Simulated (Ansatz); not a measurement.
# One elementary step

Start structure (Si4NH13, closed shell), relaxed at PBE0-D4/def2-TZVP:

| atom | x (Å) | y (Å) | z (Å) |
| --- | --- | --- | --- |
| Si1 | -0.5378 | 0.3574 | 0.3357 |
| Si2 | 0.5878 | -1.6315 | 0.8291 |
| Si3 | -0.4593 | 0.7832 | -1.9589 |
| Si4 | -2.7900 | 0.1648 | 0.9401 |
| H5 | 0.0463 | 1.5154 | 1.0716 |
| H6 | 3.5502 | -0.2146 | 0.1693 |
| N7 | 2.7567 | 0.4100 | 0.0904 |
| H8 | 1.3477 | -2.1491 | -0.3377 |
| H9 | -0.4295 | -2.6713 | 1.1743 |
| H10 | 1.4801 | -1.4873 | 2.0079 |
| H11 | -1.2914 | 1.9637 | -2.3214 |
| H12 | 0.9305 | 1.0447 | -2.4288 |
| H13 | -0.9789 | -0.3979 | -2.7010 |
| H14 | -2.9292 | -0.1541 | 2.3880 |
| H15 | -3.5380 | 1.4230 | 0.6653 |
| H16 | -3.4233 | -0.9334 | 0.1594 |
| H17 | 2.7824 | 0.8152 | -0.8374 |
| H18 | 2.8960 | 1.1620 | 0.7542 |

The step: Si₄H₁₀ ([SiH3][SiH]([SiH3])[SiH3]) + NH₃ → Si₃NH₉ ([NH2][SiH]([SiH3])[SiH3]) + SiH₄; bonds formed: Si1–N7, Si2–H6; bonds broken: Si1–Si2, H6–N7. Computed with Ansatz 0.2.0 (basis: def2-TZVPP and def2-QZVPP); correlated methods freeze the cores. Extrapolation: Hartree–Fock as exp(−7.88 √X), correlation as X^−2.97. Energies below are by CCSD(T) at an estimated basis limit (MP2 extrapolated from triple and quadruple zeta, plus CCSD(T) − MP2 in triple zeta).

(1) What are the electronic barrier and the energy of the step, from the start structure to the end structure? (Judge from chemistry; the value comes from the calculation.)

No T1 diagnostic of these runs exceeds 0.015.

Results:

(1) The calculation gives: Barrier 1.796 eV; step energy -0.091 eV (downhill); reverse barrier, their difference, 1.887 eV. Barrier and step energy count from the start structure, the reverse barrier from the end structure.

The saddle point: One imaginary mode of 132i cm⁻¹.
| pair | start (Å) | saddle (Å) | end (Å) |
| --- | --- | --- | --- |
| Si1–N7 | 3.30 | 1.88 | 1.73 |
| Si2–H6 | 3.35 | 2.18 | 1.48 |
| Si1–Si2 | 2.34 | 3.32 | 4.72 |
| H6–N7 | 1.01 | 1.10 | 3.05 |

Zero-point energy (harmonic, PBE0-D4): ZPE is 3.268 eV at the start and 3.227 eV at the saddle, so the barrier goes from 1.796 to 1.755 eV.

Labels in which every atom is bracketed show which atoms are joined, not bond orders.

For scale, one of the runs: CCSD(T)/def2-TZVPP, 381 basis functions, launched by `ansatz run in.yaml --threads 2 --pin off --events-out ev --progress --plain --max-ram 32768MiB --backend cuda --devices 0, --max-vram 18GiB`. The run took 28 s on 2 CPU threads of an AMD EPYC 7R13 and a share of one NVIDIA H100 (shared host), with 0.95 GiB of host memory at its peak.
